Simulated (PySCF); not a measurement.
## From computed data to an observable: dipole moment from atomic charges

Si(H)(SeH)3 (H₄Se₃Si), SMILES [SeH][SiH]([SeH])[SeH]. Atoms are numbered in the order given.

```xyz
8

Si     0.0341     0.6297    -0.1575
Se    -0.6377    -0.5510    -2.0097
Se    -1.3916     0.5525     1.6365
Se     2.0272    -0.2986     0.4975
H      0.1269     2.0803    -0.4731
H     -1.7169     0.4069    -2.3310
H     -1.4067    -0.9234     1.6499
H      2.5903    -0.2805    -0.8695
```

Coordinates come from a B3LYP-D3(BJ)/def2-SVP optimisation. The values are those of a single conformer.

Charges (e) from r2SCAN/def2-TZVP (PySCF):

```csv
atom,Mulliken,IAO
Si1,0.316,0.553
Se2,-0.236,-0.226
Se3,-0.242,-0.220
Se4,-0.236,-0.220
H5,-0.005,-0.112
H6,0.130,0.073
H7,0.140,0.078
H8,0.134,0.073
```

The dipole moment of the full density is 0.78 D.

### Question
What dipole moment does each set of point charges give, and which comes closer to that of the density?

### Answer

μ = Σ q r, and 1 e Å = 4.8032 D.
Mulliken: Σ q r = (-0.054, 0.141, -0.275) e Å, |μ| = 1.51 D.
IAO: Σ q r = (-0.037, 0.121, -0.154) e Å, |μ| = 0.96 D.
IAO comes closer in size. Point charges leave out the atoms' own dipoles (lone pairs, polarised bonds); fits to the potential absorb them, partitions of the density don't.
